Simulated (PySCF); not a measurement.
Al(H)(OMe)(OEt), SMILES C(C)[O][AlH][O]C (C3H9AlO2), GFN2-xTB optimised geometry.

```
15

Al    -0.44     1.57     0.00
H     -1.08     2.93     0.00
O      1.21     1.57     0.00
C      2.60     1.63     0.00
H      2.94     2.37    -0.74
H      2.96     1.93     0.99
H      3.02     0.66    -0.26
O     -1.52     0.33     0.00
C     -2.37    -0.78     0.00
C     -1.58    -2.08    -0.02
H     -3.00    -0.74     0.90
H     -3.02    -0.72    -0.88
H     -0.94    -2.13     0.85
H     -2.27    -2.93    -0.01
H     -0.97    -2.12    -0.91
```

Density from PySCF with CAM-B3LYP/def2-TZVP at that geometry.

Minimum of the electron density along straight lines between bonded atoms, close to the bond critical point (lines longer than 1.1 times the sum of covalent radii, or with two minima, are not listed):

```csv
bond,length / Å,ρ at the minimum / e bohr⁻³,∇²ρ there / e bohr⁻⁵,position (fraction from the first atom)
Al1–H2,1.496,___,0.27,0.52
Al1–O3,1.648,0.113,0.94,0.44
O3–C4,1.397,0.259,-0.46,0.66
C4–H5,1.093,0.285,-1.02,0.65
C4–H6,1.093,0.285,-1.02,0.65
C4–H7,1.093,0.285,-1.02,0.65
Al1–O8,1.646,0.114,0.95,0.44
O8–C9,1.396,0.260,-0.45,0.66
C9–C10,1.524,0.254,-0.66,0.51
C9–H11,1.097,0.285,-1.01,0.65
C9–H12,1.097,0.285,-1.01,0.65
C10–H13,1.088,0.280,-0.97,0.64
C10–H14,1.087,0.280,-0.97,0.64
C10–H15,1.088,0.280,-0.97,0.64
```

### Question
What belongs in the gaps?

### Answer

- Al1–H2, ρ at the minimum / e bohr⁻³: 0.096
